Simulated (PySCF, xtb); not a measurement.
# GeH6OP+: which of two structures lies lower

We compare X, a singlet given by its coordinates, with Y, `[OH2+][GeH2][PH2]`, a singlet. Both are isolated ions in the gas phase, relaxed with PBE0-D4/def2-SVP; the shapes shown needn't be the lowest conformers.

X (Å):

```yaml
atoms:
  - { symbol: Ge, position_ang: [-1.5581, -2.2474, -1.3126] }
  - { symbol: O, position_ang: [-1.2935, -0.1335, -1.3930] }
  - { symbol: P, position_ang: [0.6656, -2.3866, -0.1440] }
  - { symbol: H, position_ang: [-1.7819, 0.4434, -0.7854] }
  - { symbol: H, position_ang: [-1.2924, 0.2896, -2.2652] }
  - { symbol: H, position_ang: [-2.1364, -2.0200, 0.1508] }
  - { symbol: H, position_ang: [0.8283, -3.6336, 0.5061] }
  - { symbol: H, position_ang: [1.0033, -1.4682, 0.8792] }
  - { symbol: H, position_ang: [1.8073, -2.3431, -0.9775] }
```

Close contacts (Å): Ge1–O2 2.13, Ge1–P3 2.52, Ge1–H6 1.59, O2–H4 0.97, O2–H5 0.97, P3–H7 1.42, P3–H8 1.42, P3–H9 1.41.

Y (Å):

```yaml
atoms:
  - { symbol: Ge, position_ang: [-0.0089, -1.5457, -0.0252] }
  - { symbol: O, position_ang: [-1.7572, -0.5904, -0.3463] }
  - { symbol: P, position_ang: [0.1720, -2.4836, -2.1050] }
  - { symbol: H, position_ang: [-2.0790, -0.4213, -1.2473] }
  - { symbol: H, position_ang: [-2.1777, 0.0244, 0.2767] }
  - { symbol: H, position_ang: [-0.4899, -2.3654, 1.1702] }
  - { symbol: H, position_ang: [0.8555, -0.3282, 0.3036] }
  - { symbol: H, position_ang: [0.2883, -3.8086, -1.5935] }
  - { symbol: H, position_ang: [1.5711, -2.2196, -2.1756] }
```

Energies in hartree; the thermal terms are from GFN2-xTB frequencies at re-optimised GFN2-xTB minima (ideal gas, soft modes damped towards free rotors, one conformer each, 1000 K, 1 atm) and include the zero-point energy:

```
                               X            Y
E, CCSD(T)/def2-SVP  −2494.386029  −2494.391852
    E, MP2/def2-SVP  −2494.332495  −2494.341654
  E, MP2/def2-TZVPP  −2494.924358  −2494.934798
  zero-point energy      0.053313      0.052027
      H(1000 K) − E      0.062383      0.060653
      G(1000 K) − E      0.020686      0.020144
```

Correct the CCSD(T) difference for the basis set by the MP2 change, then work out ΔE, ΔE₀, ΔH and ΔG for X → Y in kcal/mol (1 Eh = 627.51 kcal/mol) and the equilibrium ratio [Y]/[X].

1. Differences Y − X: CCSD(T) −0.005823, MP2 in the small set −0.009159, MP2 in the large set −0.010440 Eh.
2. ΔE = −0.005823 + (−0.010440 − (−0.009159)) = −0.007104 Eh = −4.46 kcal/mol.
3. ΔE₀ = ΔE + ΔZPE = −0.007104 + (−0.001286) Eh = −5.26 kcal/mol.
4. ΔH = ΔE + (−0.001730) Eh = −5.54 kcal/mol.
5. ΔG = ΔE + (−0.000542) Eh = −4.80 kcal/mol, so ΔS = (ΔH − ΔG)/T = −3.1 J/(mol K).
6. kT = 3.1668 mEh, so K = [Y]/[X] = exp(−ΔG/kT) = exp(+2.41) ≈ 11.

Structure Y is favoured at this temperature. An error of 1 kcal/mol in ΔG would change K by a factor of 1.7. GFN2-xTB gave ΔE the other sign. Mirror images and further conformers aren't counted.

Other levels gave ΔE = +14.6 (GFN2-xTB); −21.2 (HF/STO-3G, GFN2-xTB geometries); −1.3 (r2SCAN-D4/def2-SVP, GFN2-xTB geometries); −2.4 (PBE0-D4/def2-SVP); −3.6 (HF/def2-SVP); −5.7 (MP2/def2-SVP); −3.7 (CCSD(T)/def2-SVP) kcal/mol. The correlated steps freeze 15 core orbitals; the filled d shell of Ge is correlated, in a basis made for valence electrons. Programs: PySCF 2.14.0, xtb 6.7.1.
